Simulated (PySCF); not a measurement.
Isomers C$_{9}$H$_{9}$P:

A. SMILES C#Cc1ccc(CC)cp1
B. `InChI=1S/C9H9P/c1-7-6-8-4-2-3-5-9(8)10-7/h2-6,10H,1H3`
C. SMILES c1(C)cpc(C#C)c(C)c1
D. `Cp1ccc2ccccc21`

Spectrum 1. 13C{1H} NMR (computed): δ 155.9 (C), 150.4 (C), 148.6 (CH), 145.7 (CH), 134.5 (CH), 133.0 (CH), 130.7 (CH), 129.7 (CH), 16.9 (CH3).

Spectrum 2. 13C{1H} NMR (computed): δ 164.3 (CH), 156.3 (C), 154.8 (C), 146.6 (CH), 134.9 (CH), 95.3 (CH), 90.5 (C), 38.8 (CH2), 22.3 (CH3).

Spectrum 3. 13C{1H} NMR (computed): δ 162.1 (CH), 154.5 (C), 154.2 (C), 147.7 (C), 137.4 (CH), 101.8 (CH), 88.7 (C), 28.1 (CH3), 27.8 (CH3).

Spectrum 4. 13C{1H} NMR (computed): δ 155.8 (C), 153.9 (C), 147.5 (C), 143.5 (CH), 135.7 (CH), 133.1 (CH), 129.7 (CH), 127.9 (CH), 21.9 (CH3).

Level of theory: geometry from GFN2-xTB, PBE0/pcSseg-1 with gauge-including orbitals, in PySCF (non-relativistic, no solvent model, one conformer, averaged over atoms made equivalent by symmetry, fast rotation or ring inversion).

Shifts are taken against calculated references (same method and geometry level): TMS for 13C (σ = 186.93 ppm). Splittings of carbon signals by F and P are missing where no couplings were computed. Shifts are as computed. Against solution values, carbons near 30 ppm lie about +3 ppm off and those near 130 ppm about +5 ppm. Of 1211 compounds with measured shifts, 218 miss one by over three times the rms of a fit or turn the order of signals round; such compounds aren't used in these exercises.

Task: Which spectrum belongs to which compound?

Result: 1–D, 2–A, 3–C, 4–B.

- Spectrum 1 (D): 9 13C signals; δC 134.5 is an aromatic CH; δC 133.0 is an aromatic CH.
- Spectrum 2 (A): 9 13C signals; δC 134.9 is an aromatic CH; δC 95.3 is a terminal alkyne carbon.
- Spectrum 3 (C): 9 13C signals; δC 137.4 is an aromatic CH; δC 101.8 is a terminal alkyne carbon.
- Spectrum 4 (B): 9 13C signals; δC 135.7 is an aromatic CH; δC 133.1 is an aromatic CH.
